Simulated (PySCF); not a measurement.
H$_{3}$AsBFO, singlet, at a GFN2-xTB geometry. Base run: PySCF with PBE0/6-31G.

PySCF was given this input:
```python
from pyscf import gto, scf, dft, solvent

mol = gto.Mole()
mol.atom = '''
    B    -0.910301    0.299365    0.342180
    As    0.890995   -0.326772   -0.389021
    H     1.448413   -0.508935    0.989181
    H     1.459382    1.073461   -0.421141
    F    -1.599554   -0.567285    1.088739
    O    -1.532572    1.462013    0.143353
    H    -1.102572    2.131583   -0.386738
'''
mol.basis = '6-31g'
mol.charge = 0
mol.spin = 0
mol.verbose = 4
mol.build()

mf = dft.RKS(mol)
mf.xc = 'pbe0'
mf.kernel()
mf.analyze()
```

Base: dipole (D) 2.89; HOMO-LUMO gap (eV) 7.77.

A changed run: ΔE vs base (kcal/mol) -8.65; dipole (D) 3.55; HOMO-LUMO gap (eV) 7.86.

Question: Which change was made?
A. model = IEF-PCM; solvent = tetrahydrofuran; lebedev_order = 11
B. model = COSMO; solvent = tetrahydrofuran
C. model = IEF-PCM; solvent = tetrahydrofuran; vdw_scale = 1.1
D. model = IEF-PCM; solvent = tetrahydrofuran; vdw_scale = 1.0
E. model = IEF-PCM; solvent = tetrahydrofuran; r_probe = 0.5

Answer: C, model = IEF-PCM; solvent = tetrahydrofuran; vdw_scale = 1.1

The base is the gas phase, so ΔE is the electrostatic part of solvation at a fixed geometry, without cavity and dispersion terms.
